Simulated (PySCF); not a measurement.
Compound: C7H6 (charge -1 and doublet state).
Z-matrix (Å and degrees, GFN2-xTB geometry), rows numbered from 1:
```
C 
C   1  1.4216
C   2  1.3507  1  114.72
C   3  1.4857  2  150.45  1   107.65
C   3  1.4372  2  126.08  1    10.08
C   5  1.4264  3  114.37  4  -132.12
C   6  1.3742  5  116.62  3   -26.35
H   1  1.0865  2  121.33  3   167.23
H   2  1.0939  1  120.81  3  -178.21
H   4  1.0976  3  118.28  5   112.24
H   4  1.0935  3  119.45  5  -105.91
H   6  1.0933  5  122.45  3   160.87
H   7  1.0915  1  117.49  2  -166.18
```

Identity: `C1[CH][CH-]C=C2CC=12` [radical] (charge -1).

Computed, not measured: UKS B3LYP, pcH-1 on C H, non-relativistic, mean-field spin-orbit, GIAO in PySCF. Whether the extra electron is bound in the gas phase wasn't checked; a finite basis holds it in any case. Couplings are sensitive to structure, and on GFN2-xTB geometries they can be far from those on DFT ones, by a factor of two or more for some ions and for spin on atoms past the first row. The SCF solution wasn't tested for stability.

Task: What is the g tensor, term by term?

Result: 
```
                    Δg (ppm)     1     2     3
relativistic mass correction  -151  -151  -151
            gauge correction    24    -7    17
   orbital Zeeman/spin–orbit   204   483   999
                       total    77   325   865
```

So g = 2.00240, 2.00264, 2.00318 and g_iso = 2.00274; the tensor is rhombic: the two nearest values differ by 31 % of g3 − g1. Axes: g3 points within 15° of the C1–H8 bond.

Task: Average each term over the three axes. Which is largest in size?

Result: The orbital-Zeeman/spin–orbit term 562, the mass correction -151 and the gauge correction 11 ppm, for a total of 422 ppm. The orbital-Zeeman/spin–orbit term is the largest in size. The mass correction is the same along every axis, so the anisotropy comes from the other two: their spans along these axes are 31 (gauge) and 795 ppm (orbital Zeeman/spin–orbit).

Task: What are the electron Larmor frequencies g μB B/h along the three axes at 350 mT?

Result: 9.8091, 9.8103, 9.8130 GHz for g1, g2 and g3, a range of 3.9 MHz.

Task: In a frozen sample, at which fields do the three g values resonate at 9.5, 34, 94 and 263 GHz (hyperfine left aside), and which band first spreads them over more than twice a line width of 1.0 mT?

Result: 
```
band    GHz  B(g3) mT  B(g2) mT  B(g1) mT  spread mT
   X    9.5    338.84    338.93    338.97       0.13
   Q   34.0   1212.68   1213.01   1213.16       0.48
   W   94.0   3352.71   3353.61   3354.02       1.32
   J  263.0   9380.44   9382.97   9384.13       3.69
```

The spread grows in proportion to the frequency. J band is the first where it exceeds 2.0 mT.

Largest spin populations (Mulliken): C1 (+0.41), C5 (+0.41), C6 (+0.19) and C7 (-0.08). Three atoms exceed +0.15. The positive populations add up to 1.11 and the negative ones to -0.11, together 2S = 1.

The HOMO–LUMO gaps are 2.32 eV among the α and 5.08 eV among the β orbitals.

One conformer stands for the species.
